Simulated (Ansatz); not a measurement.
Born–Oppenheimer molecular dynamics of C3H10O3Si (17 atoms, charge 0, multiplicity 1). It starts from a relaxed structure.

Computed with RKS B3LYP/STO-3G (Ansatz).

```
ensemble        : NVT, Nosé–Hoover chain
time step       : 0.5 fs
steps asked     : 150
set temperature : 700 K
thermostat      : time constant 100 fs, chain length 3
seed            : 82325
```

Frames 1 fs apart, positions in Å, forces in eV/Å.

Velocities at 35 fs (Å/ps):

```
Si -3.47 -0.06 -1.00
H 17.30 -16.54 16.14
O 0.05 0.62 -2.40
C 0.03 4.07 3.78
H -4.03 -32.84 -14.54
H 4.94 19.15 -7.47
H 1.38 -1.26 -18.06
O 5.03 3.15 3.06
C 3.19 0.45 -1.96
H -10.53 -3.58 -25.78
H 6.72 -36.09 3.30
H 6.26 19.84 -14.20
O -5.31 0.38 1.81
C 0.66 -2.59 2.12
H -8.19 -3.44 -12.82
H 22.48 -7.56 8.21
H 17.65 -25.02 6.74
```

```xyz
17
Properties=species:S:1:pos:R:3:forces:R:3 time_fs=35 energy_less_start_eV=0.885 T=267
Si -0.048 -0.211 -0.405 -0.32 -1.20 1.16
H -0.088 -0.168 1.134 0.18 -0.19 -1.48
O 1.457 -0.120 -1.198 -0.01 0.69 -0.54
C 2.527 -0.958 -0.646 -1.11 0.54 -0.99
H 2.414 -1.992 -1.030 0.24 -0.30 0.44
H 3.508 -0.562 -0.991 -0.15 0.02 0.15
H 2.429 -0.882 0.431 0.79 -0.69 1.22
O -0.729 1.168 -1.066 -1.73 1.65 -0.48
C -2.164 1.519 -0.804 -0.58 -0.81 1.24
H -2.593 0.959 0.143 0.58 0.83 -1.90
H -2.329 2.637 -0.551 0.82 -1.40 -0.61
H -2.835 1.286 -1.724 1.01 0.16 1.35
O -0.745 -1.709 -0.959 0.42 1.20 -0.83
C -1.524 -2.405 0.009 -0.07 -2.80 1.11
H -1.279 -2.031 1.039 -0.92 -0.36 -0.07
H -2.637 -2.524 -0.185 0.56 1.27 0.17
H -1.250 -3.532 0.002 0.27 1.42 0.07
17
Properties=species:S:1:pos:R:3:forces:R:3 time_fs=36 energy_less_start_eV=0.845 T=288
Si -0.052 -0.211 -0.406 -0.10 -1.30 1.31
H -0.070 -0.185 1.143 0.12 -0.14 -1.63
O 1.457 -0.119 -1.201 -0.07 0.62 -0.42
C 2.527 -0.953 -0.643 -0.85 -0.51 -2.39
H 2.411 -2.025 -1.042 0.42 0.99 0.88
H 3.511 -0.543 -0.997 -0.49 -0.24 0.30
H 2.434 -0.886 0.420 0.70 -0.61 1.92
O -0.724 1.172 -1.063 -1.71 1.61 -0.45
C -2.161 1.519 -0.806 -0.35 -1.64 0.51
H -2.600 0.959 0.109 0.45 0.51 -1.41
H -2.319 2.596 -0.550 0.67 -0.09 -0.31
H -2.823 1.306 -1.732 0.98 0.07 1.26
O -0.750 -1.708 -0.957 0.43 1.22 -0.89
C -1.524 -2.409 0.012 0.71 -3.30 0.77
H -1.292 -2.036 1.027 -0.72 -0.17 0.50
H -2.613 -2.526 -0.176 -0.25 1.10 -0.03
H -1.231 -3.549 0.009 0.07 1.89 0.06
17
Properties=species:S:1:pos:R:3:forces:R:3 time_fs=37 energy_less_start_eV=0.777 T=324
Si -0.055 -0.212 -0.406 0.08 -1.35 1.21
H -0.051 -0.204 1.136 0.06 -0.08 -1.53
O 1.457 -0.118 -1.204 -0.13 0.52 -0.26
C 2.526 -0.950 -0.641 -0.72 -1.08 -2.63
H 2.413 -2.048 -1.046 0.50 1.73 1.07
H 3.511 -0.526 -1.001 -0.65 -0.41 0.37
H 2.446 -0.896 0.426 0.62 -0.54 1.76
O -0.721 1.176 -1.060 -1.59 1.48 -0.40
C -2.159 1.518 -0.807 0.37 -2.42 -0.41
H -2.604 0.964 0.061 0.09 -0.08 -0.46
H -2.302 2.554 -0.552 0.44 1.55 0.11
H -2.803 1.327 -1.727 0.69 -0.07 0.80
O -0.755 -1.707 -0.956 0.43 1.19 -0.89
C -1.522 -2.416 0.015 1.44 -3.19 0.47
H -1.311 -2.042 1.019 -0.48 0.03 0.99
H -2.591 -2.517 -0.167 -1.08 0.84 -0.24
H -1.212 -3.549 0.017 -0.07 1.86 0.03
17
Properties=species:S:1:pos:R:3:forces:R:3 time_fs=38 energy_less_start_eV=0.675 T=378
Si -0.059 -0.213 -0.406 0.25 -1.34 0.84
H -0.031 -0.224 1.115 0.02 -0.01 -1.18
O 1.457 -0.116 -1.207 -0.19 0.41 -0.08
C 2.524 -0.947 -0.642 -0.71 -1.23 -1.74
H 2.419 -2.056 -1.039 0.49 1.92 1.02
H 3.504 -0.514 -1.001 -0.58 -0.46 0.35
H 2.463 -0.912 0.449 0.55 -0.44 0.80
O -0.718 1.182 -1.058 -1.39 1.26 -0.34
C -2.156 1.515 -0.808 1.40 -2.49 -1.20
H -2.607 0.968 0.009 -0.45 -0.85 0.78
H -2.281 2.526 -0.554 0.23 2.72 0.48
H -2.776 1.348 -1.716 0.17 -0.22 -0.02
O -0.760 -1.705 -0.956 0.42 1.13 -0.83
C -1.520 -2.425 0.018 1.71 -2.42 0.36
H -1.335 -2.049 1.020 -0.27 0.15 1.17
H -2.579 -2.500 -0.161 -1.53 0.56 -0.39
H -1.193 -3.531 0.025 -0.12 1.30 0.00
17
Properties=species:S:1:pos:R:3:forces:R:3 time_fs=39 energy_less_start_eV=0.539 T=449
Si -0.062 -0.215 -0.406 0.41 -1.27 0.20
H -0.011 -0.243 1.083 -0.02 0.04 -0.58
O 1.457 -0.115 -1.210 -0.27 0.31 0.10
C 2.522 -0.945 -0.644 -0.74 -1.02 -0.31
H 2.429 -2.045 -1.023 0.39 1.58 0.74
H 3.491 -0.505 -0.998 -0.31 -0.40 0.23
H 2.486 -0.932 0.480 0.41 -0.27 -0.39
O -0.716 1.188 -1.056 -1.12 0.96 -0.26
C -2.151 1.510 -0.811 2.30 -1.37 -1.31
H -2.614 0.964 -0.036 -0.92 -1.47 1.79
H -2.257 2.523 -0.550 0.12 2.56 0.57
H -2.748 1.366 -1.705 -0.43 -0.34 -1.01
O -0.764 -1.702 -0.956 0.38 1.02 -0.72
C -1.516 -2.435 0.022 1.20 -0.94 0.49
H -1.362 -2.054 1.033 -0.11 0.13 0.93
H -2.582 -2.478 -0.159 -1.28 0.27 -0.42
H -1.175 -3.501 0.033 -0.01 0.21 -0.04
17
Properties=species:S:1:pos:R:3:forces:R:3 time_fs=40 energy_less_start_eV=0.438 T=502
Si -0.066 -0.217 -0.406 0.55 -1.12 -0.65
H 0.009 -0.263 1.045 -0.03 0.08 0.22
O 1.457 -0.113 -1.213 -0.37 0.21 0.27
C 2.519 -0.943 -0.646 -0.74 -0.42 1.11
H 2.444 -2.019 -1.000 0.23 0.69 0.26
H 3.476 -0.500 -0.993 0.08 -0.25 0.07
H 2.513 -0.954 0.507 0.21 -0.05 -1.32
O -0.715 1.195 -1.054 -0.83 0.59 -0.16
C -2.146 1.503 -0.814 2.49 0.25 -0.55
H -2.630 0.946 -0.064 -0.94 -1.47 1.94
H -2.233 2.545 -0.542 0.06 1.20 0.36
H -2.723 1.382 -1.703 -0.84 -0.35 -1.72
O -0.769 -1.698 -0.956 0.32 0.85 -0.54
C -1.512 -2.447 0.027 0.02 1.04 0.76
H -1.389 -2.057 1.054 0.02 -0.02 0.37
H -2.596 -2.453 -0.160 -0.46 -0.05 -0.34
H -1.157 -3.470 0.040 0.23 -1.20 -0.08
17
Properties=species:S:1:pos:R:3:forces:R:3 time_fs=41 energy_less_start_eV=0.467 T=489
Si -0.069 -0.219 -0.405 0.68 -0.91 -1.55
H 0.029 -0.281 1.009 -0.02 0.11 1.08
O 1.456 -0.111 -1.216 -0.46 0.12 0.40
C 2.515 -0.943 -0.648 -0.63 0.56 2.20
H 2.461 -1.988 -0.974 0.04 -0.63 -0.34
H 3.461 -0.497 -0.987 0.46 -0.07 -0.10
H 2.542 -0.977 0.521 -0.03 0.19 -1.77
O -0.715 1.202 -1.052 -0.50 0.19 -0.05
C -2.138 1.497 -0.818 1.68 1.33 0.46
H -2.654 0.915 -0.074 -0.40 -0.78 1.19
H -2.207 2.577 -0.530 -0.05 -0.39 0.06
H -2.706 1.394 -1.717 -0.82 -0.26 -1.69
O -0.773 -1.694 -0.957 0.22 0.65 -0.34
C -1.507 -2.458 0.032 -1.25 2.80 1.00
H -1.417 -2.061 1.079 0.17 -0.19 -0.25
H -2.615 -2.428 -0.164 0.48 -0.40 -0.21
H -1.137 -3.449 0.047 0.43 -2.31 -0.10
17
Properties=species:S:1:pos:R:3:forces:R:3 time_fs=42 energy_less_start_eV=0.606 T=420
Si -0.072 -0.222 -0.406 0.79 -0.65 -2.22
H 0.049 -0.299 0.984 0.00 0.12 1.72
O 1.455 -0.108 -1.218 -0.54 0.03 0.52
C 2.511 -0.941 -0.647 -0.39 1.54 2.70
H 2.478 -1.962 -0.952 -0.13 -1.90 -0.90
H 3.451 -0.496 -0.982 0.68 0.05 -0.22
H 2.571 -0.998 0.519 -0.28 0.43 -1.71
O -0.714 1.210 -1.050 -0.15 -0.21 0.08
C -2.128 1.492 -0.822 0.27 1.67 0.94
H -2.682 0.876 -0.073 0.38 0.15 0.15
H -2.183 2.607 -0.517 -0.21 -1.55 -0.18
H -2.697 1.404 -1.747 -0.39 -0.12 -0.90
O -0.777 -1.690 -0.958 0.09 0.41 -0.11
C -1.503 -2.466 0.037 -1.93 3.40 1.08
H -1.443 -2.067 1.101 0.33 -0.32 -0.73
H -2.629 -2.407 -0.171 1.16 -0.73 -0.09
H -1.113 -3.450 0.053 0.31 -2.33 -0.12
17
Properties=species:S:1:pos:R:3:forces:R:3 time_fs=43 energy_less_start_eV=0.730 T=358
Si -0.074 -0.225 -0.407 0.92 -0.39 -2.39
H 0.068 -0.315 0.975 -0.01 0.14 1.88
O 1.454 -0.106 -1.220 -0.59 -0.06 0.62
C 2.507 -0.939 -0.645 0.00 1.80 2.32
H 2.494 -1.954 -0.938 -0.24 -2.31 -1.18
H 3.447 -0.493 -0.979 0.66 0.08 -0.27
H 2.597 -1.015 0.501 -0.49 0.62 -1.14
O -0.714 1.217 -1.048 0.22 -0.59 0.19
C -2.119 1.488 -0.824 -1.13 1.58 0.80
H -2.707 0.839 -0.071 1.01 0.91 -0.66
H -2.160 2.621 -0.506 -0.38 -2.10 -0.29
H -2.691 1.412 -1.785 0.16 0.00 0.16
O -0.780 -1.685 -0.959 -0.06 0.17 0.10
C -1.501 -2.473 0.044 -1.80 2.73 0.95
H -1.466 -2.076 1.117 0.49 -0.34 -0.93
H -2.633 -2.393 -0.179 1.42 -0.97 -0.03
H -1.086 -3.472 0.058 -0.18 -1.26 -0.14
17
Properties=species:S:1:pos:R:3:forces:R:3 time_fs=44 energy_less_start_eV=0.782 T=332
Si -0.077 -0.228 -0.409 1.08 -0.15 -1.99
H 0.088 -0.330 0.983 -0.08 0.19 1.49
O 1.452 -0.104 -1.222 -0.59 -0.15 0.72
C 2.503 -0.935 -0.641 0.49 1.05 1.04
H 2.508 -1.967 -0.935 -0.31 -1.53 -1.07
H 3.449 -0.490 -0.979 0.42 0.01 -0.24
H 2.619 -1.026 0.473 -0.64 0.72 -0.11
O -0.714 1.224 -1.046 0.61 -0.93 0.28
C -2.110 1.486 -0.827 -2.13 1.26 0.34
H -2.722 0.810 -0.075 1.37 1.36 -1.09
H -2.141 2.616 -0.498 -0.55 -2.08 -0.28
H -2.684 1.421 -1.823 0.56 0.06 1.06
O -0.784 -1.681 -0.960 -0.20 -0.08 0.29
C -1.500 -2.476 0.051 -1.12 1.48 0.60
H -1.484 -2.088 1.124 0.63 -0.25 -0.84
H -2.623 -2.389 -0.186 1.24 -1.10 -0.03
H -1.061 -3.507 0.061 -0.78 0.15 -0.15
17
Properties=species:S:1:pos:R:3:forces:R:3 time_fs=45 energy_less_start_eV=0.810 T=319
Si -0.079 -0.231 -0.411 1.26 0.07 -1.19
H 0.106 -0.344 1.006 -0.19 0.26 0.74
O 1.451 -0.102 -1.224 -0.55 -0.23 0.80
C 2.499 -0.930 -0.636 0.97 -0.16 -0.77
H 2.519 -1.994 -0.942 -0.38 -0.15 -0.70
H 3.455 -0.487 -0.981 0.06 -0.11 -0.17
H 2.634 -1.030 0.443 -0.69 0.71 1.14
O -0.713 1.230 -1.043 1.02 -1.23 0.33
C -2.103 1.484 -0.828 -2.62 0.74 -0.23
H -2.724 0.793 -0.088 1.43 1.46 -1.17
H -2.127 2.592 -0.492 -0.70 -1.51 -0.14
H -2.672 1.430 -1.850 0.72 0.09 1.58
O -0.788 -1.676 -0.961 -0.34 -0.32 0.45
C -1.500 -2.479 0.059 -0.17 0.31 0.05
H -1.496 -2.102 1.123 0.70 -0.07 -0.49
H -2.602 -2.395 -0.195 0.68 -1.12 -0.09
H -1.043 -3.540 0.063 -1.21 1.26 -0.14
17
Properties=species:S:1:pos:R:3:forces:R:3 time_fs=46 energy_less_start_eV=0.843 T=303
Si -0.080 -0.235 -0.414 1.42 0.28 -0.29
H 0.123 -0.355 1.035 -0.32 0.32 -0.10
O 1.448 -0.100 -1.225 -0.45 -0.30 0.85
C 2.496 -0.925 -0.631 1.32 -1.16 -2.34
H 2.526 -2.023 -0.956 -0.44 1.08 -0.27
H 3.462 -0.485 -0.984 -0.27 -0.21 -0.09
H 2.643 -1.028 0.424 -0.67 0.62 2.10
O -0.712 1.236 -1.041 1.42 -1.46 0.36
C -2.098 1.484 -0.831 -2.59 0.02 -0.84
H -2.713 0.791 -0.113 1.19 1.23 -0.92
H -2.119 2.553 -0.488 -0.81 -0.43 0.16
H -2.653 1.440 -1.862 0.65 0.08 1.67
O -0.793 -1.671 -0.961 -0.46 -0.54 0.56
C -1.500 -2.481 0.067 0.83 -0.51 -0.59
H -1.502 -2.118 1.118 0.71 0.17 0.04
H -2.574 -2.411 -0.204 -0.16 -1.04 -0.19
H -1.037 -3.562 0.064 -1.35 1.85 -0.10
```

Of the whole run (75 fs, mean temperature of the second half 377 K): The conserved energy stayed within 0.7 meV per atom of its start (net change 0.48 meV per atom), so the integration is sound. The mean temperature of the second half is 46 % below the set value. A run of 0.075 ps of so small a system gives no equilibrium averages. Limits of this set-up: minimal basis.

Run time: 12 min on 1 thread of Arm Neoverse V1 (shared host), peak memory 0.14 GiB.
